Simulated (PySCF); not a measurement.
Stepwise substitution at one centre (Ga F-SiH3). All species are isolated molecules in the gas phase. Strings in code marks are SMILES.

The T1 excitation (TDA) from two functionals at the same geometries (r2SCAN-D4/def2-TZVP), both in PySCF: PBE-D3(BJ)/def2-TZVP and r2SCAN-D4/def2-TZVP. Excitations are Tamm–Dancoff values on a coarser integration grid. The basis has no diffuse functions, so Rydberg states are missing or too high.

```
species                                                 PBE-D3(BJ)/def2-TZVP (eV)  r2SCAN-D4/def2-TZVP (eV)
------------------------------------------------------  -------------------------  ------------------------
0 of 3 F replaced by SiH3 (`[F][Ga]([F])[F]`)                                6.10                      6.80
1 of 3 F replaced by SiH3 (`[F][Ga]([F])[SiH3]`)                             4.87                      5.02
2 of 3 F replaced by SiH3 (`[F][Ga]([SiH3])[SiH3]`)                          3.14                      3.27
3 of 3 F replaced by SiH3 (`[SiH3][Ga]([SiH3])[SiH3]`)                       2.64                      2.76
```

Over these rows, drawn at random from the members with no instability flagged (it was tested for open shells, ions and some series alone), PBE minus r2SCAN-D4: mean -0.28 eV, from -0.71 eV to -0.12 eV.
